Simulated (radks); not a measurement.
The numbers below are computed, except where a source is named.
The lithium anion Li-, [He] 2s2, held by a Watson sphere: a shell of charge +1.26 at radius R that stands for the Madelung well of a crystal (potential energy -1.26/R inside, -1.26/r outside, in hartree with lengths in bohr). Code: a radial shooting solver on a logarithmic mesh with Libxc functionals. Model: scalar-relativistic Kohn-Sham, PBEsol, spin-polarised, spherical densities, finite nucleus; Fermi nuclear charge, rms radius of each element as measured or else 0.836 A^(1/3) + 0.57 fm. Response by self-consistent Sternheimer equations with the Hartree and adiabatic LDA kernel, the relativistic mass of each level held fixed and spin-orbit coupling left out. The sphere does not respond.

[
 {"R (bohr)": "1.81", "e(1s) (eV)": "-56.491", "e(2s) (eV)": "-6.703", "<r> 2s (bohr)": "2.955", "sum of <r^2> (bohr^2)": "21.44", "X-ray form factor at sin(theta)/lambda = 0.2 1/angstrom": "1.793", "alpha (bohr^3)": "62.48"},
 {"R (bohr)": "2.71", "e(1s) (eV)": "-52.774", "e(2s) (eV)": "-6.012", "<r> 2s (bohr)": "3.298", "sum of <r^2> (bohr^2)": "26.17", "X-ray form factor at sin(theta)/lambda = 0.2 1/angstrom": "1.716", "alpha (bohr^3)": "85.05"},
 {"R (bohr)": "2.93", "e(1s) (eV)": "-52.367", "e(2s) (eV)": "-5.829", "<r> 2s (bohr)": "3.389", "sum of <r^2> (bohr^2)": "27.53", "X-ray form factor at sin(theta)/lambda = 0.2 1/angstrom": "1.706", "alpha (bohr^3)": "92.63"},
 {"R (bohr)": "3.07", "e(1s) (eV)": "-52.159", "e(2s) (eV)": "-5.714", "<r> 2s (bohr)": "3.446", "sum of <r^2> (bohr^2)": "28.42", "X-ray form factor at sin(theta)/lambda = 0.2 1/angstrom": "1.701", "alpha (bohr^3)": "97.83"},
 {"R (bohr)": "3.08", "e(1s) (eV)": "-52.145", "e(2s) (eV)": "-5.706", "<r> 2s (bohr)": "3.451", "sum of <r^2> (bohr^2)": "28.49", "X-ray form factor at sin(theta)/lambda = 0.2 1/angstrom": "1.701", "alpha (bohr^3)": "98.21"},
 {"R (bohr)": "3.35", "e(1s) (eV)": "-51.827", "e(2s) (eV)": "-5.487", "<r> 2s (bohr)": "3.561", "sum of <r^2> (bohr^2)": "30.26", "X-ray form factor at sin(theta)/lambda = 0.2 1/angstrom": "1.695", "alpha (bohr^3)": "109.1"},
 {"R (bohr)": "3.88", "e(1s) (eV)": "-51.403", "e(2s) (eV)": "-5.078", "<r> 2s (bohr)": "3.771", "sum of <r^2> (bohr^2)": "33.82", "X-ray form factor at sin(theta)/lambda = 0.2 1/angstrom": "1.694", "alpha (bohr^3)": "133.3"}
]
